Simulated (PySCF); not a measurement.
## TDDFT excited states: C4H13NSi

Species: SiH3(NEt2), C4H13NSi.
InChI=1S/C4H13NSi/c1-3-5(6)4-2/h3-4H2,1-2,6H3

Level of theory: TDDFT wB97X-D/def2-SVPD, vertical, gas phase, core orbitals frozen in the response (PySCF). Isolated species at its PBE0-D3(BJ)/def2-SVP geometry (one conformer only).

```csv
state,E (eV),E (kJ/mol),λ (nm),f,|μ| (D),"main configurations (H = HOMO, L = LUMO)"
S1,5.91,571,209.7,0.0082,0.60,"H→L (71%), H→L+1 (18%)"
S2,6.53,630,189.8,0.0035,0.37,"H→L+2 (49%), H→L+1 (18%), H→L (14%)"
S3,6.74,651,183.8,0.028,1.04,"H→L+1 (46%), H→L+5 (16%), H→L+4 (10%)"
S4,6.98,673,177.7,0.026,1.00,"H→L+4 (50%), H→L+3 (24%), H→L+5 (11%)"
S5,7.21,696,172.0,0.015,0.74,"H→L+2 (27%), H→L+3 (22%), H→L+5 (19%)"
S6,7.39,713,167.8,0.0077,0.53,"H→L+6 (37%), H→L+3 (32%), H→L+5 (21%)"
S7,7.66,739,161.9,0.015,0.73,"H→L+6 (45%), H→L+5 (22%), H→L+3 (14%)"
S8,8.15,787,152.0,0.013,0.64,"H→L+7 (41%), H→L+8 (24%), H→L+9 (12%)"
S9,8.52,822,145.6,0.047,1.21,"H→L+8 (54%), H→L+9 (23%), H→L+10 (9%)"
S10,8.61,830,144.1,0.075,1.51,"H→L+9 (43%), H→L+7 (23%), H→L+11 (9%)"
```

Triplets, Tamm–Dancoff:

```json
{"state": "T1", "E (eV)": "5.73", "λ (nm)": "216.3", "main configurations (H = HOMO, L = LUMO)": "H→L (53%), H→L+1 (33%)"}
{"state": "T2", "E (eV)": "6.40", "λ (nm)": "193.7", "main configurations (H = HOMO, L = LUMO)": "H→L (32%), H→L+2 (28%), H→L+1 (26%)"}
{"state": "T3", "E (eV)": "6.53", "λ (nm)": "189.7", "main configurations (H = HOMO, L = LUMO)": "H→L+5 (27%), H→L+2 (26%), H→L+1 (17%)"}
{"state": "T4", "E (eV)": "6.79", "λ (nm)": "182.7", "main configurations (H = HOMO, L = LUMO)": "H→L+4 (44%), H→L+3 (21%), H→L+6 (15%)"}
```

The lowest singlet lies at 5.91 eV (210 nm, ultraviolet) and is weak; its leading configuration is HOMO→LUMO (71%). The most intense listed level is S10 at 8.61 eV (144 nm, f = 0.075), 2.69 eV above S1. It is the last of those listed, so stronger ones may follow. Löwdin shares by element: HOMO nitrogen 53%, carbon 14% or more, silicon 8% (atoms not listed hold the other 25%); LUMO silicon 26%, carbon 24% or more (atoms not listed hold the other 50%). Orbital energies (eV): HOMO-3 -11.41, HOMO-2 -11.23, HOMO-1 -11.02, HOMO -8.11, LUMO 2.10, LUMO+1 2.49, LUMO+2 2.80. Weighted by f, the mean energy of these states is 7.86 eV. The oscillator strengths of these states sum to 0.238; summed over the whole spectrum of an exact calculation they would give the number of electrons, 58 (Thomas–Reiche–Kuhn). The window holds the lowest 10 singlets.
